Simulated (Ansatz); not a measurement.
Abridged output of a molecular run in Ansatz:

```
Functional definition: HF
1524 factors; integrals over basis functions are off by at most 1.0e-3 eV
mean field evaluation 1: about -24000.9797 eV, gradient 4.0e1 eV
mean field evaluation 2: about -24001.2546 eV, gradient 4.0e1 eV
mean field evaluation 4: about -24005.2654 eV, gradient 5.1e0 eV
mean field evaluation 8: about -24005.3870 eV, gradient 5.8e-1 eV
mean field -24005.39023017 eV, -882.1818195209 hartree, gradient 9.4e-6 eV, S^2 0.000000; 0 other end points of the search recorded, 0 dependent functions left out
13 core orbitals not correlated: weight in the atoms' cores, before any rotation towards them, 1.000 or more for the frozen orbitals, at most 0.000 for the correlated occupied ones
reference -24005.39023017 eV, -882.1818195209 hartree; 15, 15 occupied and 233, 233 virtual orbitals, 1524 factors
second order -23.17240085 eV of doubles, -0.00000000 eV of singles
cycle   1  -23.81419165 eV  change   -6.4e-1 eV  update   1.1e-1
cycle   2  -24.43921000 eV  change   -6.3e-1 eV  update   3.4e-2
cycle   3  -24.58262668 eV  change   -1.4e-1 eV  update   1.8e-2
cycle   4  -24.57310201 eV  change    9.5e-3 eV  update   4.4e-3
cycle   5  -24.57261506 eV  change    4.9e-4 eV  update   2.2e-3
cycle   6  -24.57290794 eV  change   -2.9e-4 eV  update   6.8e-4
cycle   7  -24.57263647 eV  change    2.7e-4 eV  update   3.4e-4
cycle   8  -24.57265170 eV  change   -1.5e-5 eV  update   1.2e-4
cycle   9  -24.57264895 eV  change    2.8e-6 eV  update   4.1e-5
cycle  10  -24.57262596 eV  change    2.3e-5 eV  update   1.5e-5
perturbative correction -1.11064751 eV, -0.0408155432 hartree
Total energy: -24031.07350364 eV, -883.1256624122 hartree
```

Its atoms:

Cartesian coordinates in Å:
```
C -1.407 0.789 -0.497
Si -0.051 -0.452 -0.767
C 1.129 -0.429 0.718
N 0.983 0.318 1.708
Cl 2.482 -1.584 0.569
H -2.101 0.793 -1.340
H -0.989 1.792 -0.385
H -1.964 0.553 0.412
H 0.775 -0.148 -1.964
H -0.560 -1.843 -0.878
H 1.702 0.210 2.424
```

Question: Which basis set was used?
A. def2-SVP
B. def2-TZVPP
C. def2-SVPD
D. def2-TZVPPD

Answer: B. It gives 261 functions.

Question: Write the keys of the input that set method, charge and spin (a neutral closed shell needs none for the last two).

Answer: 
```yaml
correlation: {method: ccsd_t}
```
